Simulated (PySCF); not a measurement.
Compound: C6H7O (charge -1).
Bonds: C1–O2, O2–C3, C3–C4 (aromatic), C4–C5 (aromatic), C5–C6 (aromatic), C6–C7 (aromatic), C3–C7 (aromatic). Hydrogens: H8, H9, H10 on C1; H11 on C4; H12 on C5; H13 on C6; H14 on C7.
Bond orders are those of one Lewis drawing.

Computed by this run: PySCF 2.14.0, PBE0-D3(BJ)/def2-SVP geometry optimisation, gas phase; density fitting, grid level 2; the optimiser is geomeTRIC in internal coordinates, started from a GFN2-xTB structure.

Geometry at step 0:
```
atom  x, y, z in Å
C1     -2.3578    0.2036   -0.1221
O2     -1.4583   -0.8359    0.0317
C3     -0.0907   -0.4282    0.0418
C4      0.9574   -1.3312    0.1916
C5      2.1463   -0.5965    0.1563
C6      1.8242    0.7435   -0.0140
C7      0.4307    0.8555   -0.0862
H8     -2.2818    0.9434    0.6910
H9     -2.2173    0.7389   -1.0751
H10    -3.3632   -0.2324   -0.1091
H11     0.8588   -2.4005    0.3131
H12     3.1452   -1.0091    0.2473
H13     2.5243    1.5689   -0.0813
H14    -0.1184    1.7797   -0.2173
```

Question: What forces act on the atoms?

Answer: 
```
atom  Fx (eV/Å)  Fy (eV/Å)  Fz (eV/Å)
  C1      0.384     -0.535      0.074
  O2      0.989      0.453     -0.010
  C3     -1.674     -0.714      0.013
  C4     -0.206     -0.705      0.075
  C5      0.588     -0.219      0.050
  C6      0.522      0.504     -0.037
  C7     -0.555      0.785     -0.116
  H8     -0.011      0.261      0.175
  H9      0.008      0.214     -0.229
 H10     -0.296     -0.038     -0.005
 H11     -0.093     -0.439      0.047
 H12      0.343     -0.141      0.030
 H13      0.233      0.285     -0.022
 H14     -0.231      0.289     -0.045
```

The largest, 1.82 eV/Å, acts on C3; the rms over all components is 0.443 eV/Å. The forces sum to zero within rounding, as they must for an isolated molecule in no field.

Question: Give the force on C3 in Eh/bohr and in nN.

Answer: 1.820 eV/Å ÷ 51.422 = 0.03540 Eh/bohr, and 1.820 eV/Å × 1.602 = 2.92 nN.

Question: How far is this geometry from the end of the optimisation?

Answer: 0.079 eV above it, and 0.021 Å rms away after alignment. The bonds farthest from their final lengths, with half the difference of the two atoms' forces along the bond (positive lengthens):

| bond | now (Å) | final (Å) | force along bond (eV/Å) |
| --- | --- | --- | --- |
| O2–C3 | 1.427 | 1.390 | -1.44 |
| C6–C7 | 1.400 | 1.421 | +0.55 |
| C4–C5 | 1.398 | 1.418 | +0.47 |
| C3–C7 | 1.391 | 1.411 | +0.91 |
| C5–C6 | 1.389 | 1.405 | +0.36 |
| C3–C4 | 1.392 | 1.405 | +0.55 |

The angle farthest from its final value is H8–C1–H9, 107.7° against 106.5°.

Of the 6 listed bonds off by 0.010 Å or more, this force points towards the final length in 6.

The cost below is that of the whole optimisation. On Arm Neoverse V2, one thread, no GPU, on a shared host, this took 41 s and 0.68 GiB of memory at its peak.
